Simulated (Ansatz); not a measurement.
Two structures of CH$_{6}$SZn, singlet, reached by relaxing down either side of one saddle point (PBE0-D4/def2-TZVP). Energies are electronic, without zero-point energy. Ansatz 0.2.0; basis: def2-TZVPP and def2-QZVPP; cores frozen in the correlated methods. The 3s and 3p shells of Cu and Zn are frozen; filled d shells are correlated. Extrapolation: Hartree–Fock as exp(−7.88 √X), correlation as X^−2.97. First:

Zn1  (0.830, 0.262, 0.094)
S2  (1.372, 1.981, -1.129)
C3  (0.353, -1.246, 1.207)
H4  (-1.916, 1.375, -1.139)
H5  (-2.504, 0.922, -1.046)
H6  (1.093, 1.336, -2.276)
H7  (1.015, -2.093, 1.017)
H8  (0.431, -0.979, 2.264)
H9  (-0.675, -1.557, 1.008)
(Å)

Second:

Zn1  (-1.207, -0.110, 0.174)
S2  (0.577, 1.942, -0.870)
C3  (0.186, -1.209, 0.993)
H4  (-0.027, 1.989, -2.067)
H5  (-2.487, 0.564, -0.391)
H6  (1.536, 1.110, -1.307)
H7  (0.869, -1.602, 0.233)
H8  (0.781, -0.622, 1.698)
H9  (-0.229, -2.062, 1.536)
(Å)

Which bonds change from the first to the second?

CH₄SZn ([CH3][Zn][SH]) + H₂ → CH₄Zn ([CH3][ZnH]) + H₂S; bonds formed: Zn1–H5, S2–H4; bonds broken: Zn1–S2, H4–H5.

Give the saddle point's structure and its height above each. (Judge from chemistry; the value comes from the calculation.)

By the calculation: 1.601 eV above the first and 0.830 eV above the second (CCSD(T) at an estimated basis limit (MP2 extrapolated from triple and quadruple zeta, plus CCSD(T) − MP2 in triple zeta)).
```json
{"atom": "Zn1", "x (Å)": "-0.3843", "y (Å)": "0.1476", "z (Å)": "-0.0102"}
{"atom": "S2", "x (Å)": "0.7744", "y (Å)": "2.0370", "z (Å)": "-1.1929"}
{"atom": "C3", "x (Å)": "0.1800", "y (Å)": "-1.2719", "z (Å)": "1.1897"}
{"atom": "H4", "x (Å)": "-0.8009", "y (Å)": "1.5424", "z (Å)": "-1.1396"}
{"atom": "H5", "x (Å)": "-1.6638", "y (Å)": "0.9200", "z (Å)": "-0.8643"}
{"atom": "H6", "x (Å)": "0.9900", "y (Å)": "1.2496", "z (Å)": "-2.2609"}
{"atom": "H7", "x (Å)": "1.0487", "y (Å)": "-1.7836", "z (Å)": "0.7704"}
{"atom": "H8", "x (Å)": "0.4708", "y (Å)": "-0.8415", "z (Å)": "2.1505"}
{"atom": "H9", "x (Å)": "-0.6148", "y (Å)": "-1.9995", "z (Å)": "1.3573"}
```

No T1 diagnostic of these runs exceeds 0.014.

Labels in which every atom is bracketed show which atoms are joined, not bond orders.

For scale, one of the runs: CCSD(T)/def2-TZVPP, 221 basis functions (an equivalent command: `ansatz run in.yaml --threads 4`). Hardware: 4 CPU threads, shared host. Wall time 22 s; peak host memory 3.4 GiB.
